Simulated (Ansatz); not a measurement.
Ideal-gas functions of FH$_{3}$MoO$_{3}$S (`[OH][Mo]([OH])([OH])([F])=[S]`) at 600 K and 1 bar, from an Ansatz frequency run at PBE0-D4/def2-TZVP.

Molar mass 198.03 g/mol, point group Cs (symmetry number 1), electronic degeneracy 1, moments of inertia 231.382, 265.839, 283.103 u Å². Harmonic wavenumbers (cm⁻¹, unscaled): 115, 116, 198, 213, 236, 265, 345, 360, 421, 468, 541, 580, 640, 669, 700, 753, 759, 830, 3859, 3860, 3864.

Use S(trans) = R[1.5 ln M + 2.5 ln T − 1.1517]; rotational temperatures θ = 24.2544 K / I; S(rot) = R[ln(√π/σ · √(T³/θAθBθC)) + 1.5]; for each mode x = 1.438777 ν̃/T, S = R[x/(eˣ − 1) − ln(1 − e⁻ˣ)] and H = RT x/(eˣ − 1); 1 cm⁻¹ = 0.0119627 kJ/mol; R = 8.31446 J/(mol·K).

By hand: the entropy, in J/(mol·K).

Translation 189.3. Rotation: θ = 0.1048, 0.0912, 0.0857 K, giving 126.6. Vibration, mode by mode: 19.05, 18.98, 14.59, 13.99, 13.16, 12.22, 10.12, 9.79, 8.58, 7.78, 6.71, 6.21, 5.52, 5.22, 4.92, 4.45, 4.40, 3.84, 0.01, 0.01, 0.01, in all 169.6. Electronic 0.0. Sum 485.5 J/(mol·K).

By hand: H − E and G − E in kJ/mol, counted from the electronic energy.

Zero-point energy ½ × 19792 × 0.0119627 = 118.4; thermal vibration 51.5; translation, rotation and pV give 4 RT = 20.0. H − E = 189.9 kJ/mol, and G − E = 189.9 − 600 × 485.5/1000 = -101.4 kJ/mol.

Vibration gives 35 % of the entropy, 38.0 J/(mol·K) of it from the modes under 150 cm⁻¹: soft modes count most, and the harmonic formula is weakest for them. The sum counts one conformer and one mirror image; others add a mixing term.
